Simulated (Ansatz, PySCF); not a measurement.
Sn(H)2(Me)(OMe) (C2H8OSn), SMILES [SnH2]([O]C)[CH3]. Atoms are numbered in the order given.

```xyz
12

Sn     0.2800     0.3652     0.2729
C      1.6574    -1.0993    -0.5280
O     -1.4312     0.2457    -0.7703
C     -2.1982    -0.9264    -0.7493
H      0.7684     1.9872     0.0028
H     -0.1047     0.0534     1.9283
H      1.2407    -2.1091    -0.4054
H      2.6188    -1.0401     0.0029
H      1.8195    -0.9004    -1.5967
H     -3.1020    -0.7741    -1.3665
H     -1.6664    -1.8081    -1.1674
H     -2.5438    -1.2076     0.2686
```

Geometry: B3LYP-D3(BJ)/def2-SVP. The structure was generated by enumeration; whether it is a known compound was not checked. The def2 effective core potentials stand for the cores of Sn; spin–orbit coupling is left out. Other conformers were not sampled.

Two levels are set side by side: PBE-D3(BJ)/def2-SVP (Ansatz, a first-principles code) and B3LYP-D3(BJ)/def2-SVP (Ansatz). Each level has its own optimised geometry; the coordinates shown are those of the second. Frequencies come from the Hessian of PySCF at each geometry. Differences are taken from unrounded values.

```tsv
quantity	B3LYP-D3(BJ)
mean bond length (Å)	1.422
bond Sn1–C2 (Å)	2.164
bond Sn1–O3 (Å)	2.008
bond O3–C4 (Å)	1.401
bond Sn1–H5 (Å)	1.715
bond Sn1–H6 (Å)	1.728
bond C2–H7 (Å)	1.099
bond C2–H8 (Å)	1.100
bond C2–H9 (Å)	1.099
bond C4–H10 (Å)	1.105
bond C4–H11 (Å)	1.111
bond C4–H12 (Å)	1.111
highest harmonic wavenumber (cm⁻¹)	3159
mean harmonic wavenumber (cm⁻¹)	1316
zero-point energy (kcal/mol)	56.45
```

Question: What does PBE-D3(BJ) give, and how far is it from B3LYP-D3(BJ)? (Estimate from the structure and the level; the computed values follow.)

Answer: 
```
quantity                            PBE-D3(BJ)  PBE-D3(BJ) minus B3LYP-D3(BJ)
----------------------------------  ----------  -----------------------------
mean bond length (Å)                     1.431                          0.009
bond Sn1–C2 (Å)                          2.168                          0.003
bond Sn1–O3 (Å)                          2.024                          0.017
bond O3–C4 (Å)                           1.406                          0.006
bond Sn1–H5 (Å)                          1.725                          0.010
bond Sn1–H6 (Å)                          1.739                          0.011
bond C2–H7 (Å)                           1.107                          0.007
bond C2–H8 (Å)                           1.107                          0.007
bond C2–H9 (Å)                           1.106                          0.007
bond C4–H10 (Å)                          1.113                          0.008
bond C4–H11 (Å)                          1.120                          0.009
bond C4–H12 (Å)                          1.120                          0.009
highest harmonic wavenumber (cm⁻¹)        3112                            -48
mean harmonic wavenumber (cm⁻¹)           1280                            -36
zero-point energy (kcal/mol)             54.92                          -1.53
```

Exact exchange shortens and stiffens bonds; PBE has none. Differences between two approximate levels are no errors against the true value.
